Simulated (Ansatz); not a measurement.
Sb2H4⁺. Charge 1, multiplicity 2. Geometry B3LYP-D4/def2-TZVP, that of the neutral singlet; atoms count from 1.

```xyz
6

Sb    0.723    1.088   -0.593
Sb   -0.732   -1.086    0.587
H     0.157    0.643   -2.152
H     2.100    0.081   -0.784
H    -2.103   -0.074    0.801
H    -0.146   -0.652    2.141
```

In the def2 sets Sb takes a core potential; there is no spin–orbit coupling.

(1) Estimate the Mulliken populations from the PBE0/def2-TZVP orbitals of Ansatz.

(2) Where does the spin sit?

(3) And the Mayer bond orders between bonded heavy atoms (over 0.3)?

Answers

(1) 
| atom | charge (e) | spin (α − β) |
| --- | --- | --- |
| Sb1 | 0.31 | 0.49 |
| Sb2 | 0.31 | 0.49 |
| H3 | 0.10 | 0.01 |
| H4 | 0.10 | 0.01 |
| H5 | 0.10 | 0.01 |
| H6 | 0.10 | 0.01 |
Mulliken values and Mayer orders depend strongly on the basis.

(2) Summed by element: Sb 0.98, H 0.02, of 1 unpaired in all. Largest on single atoms: Sb2 0.49, Sb1 0.49, H3 0.01.

(3) Sb1–Sb2 0.96 (2.87 Å).
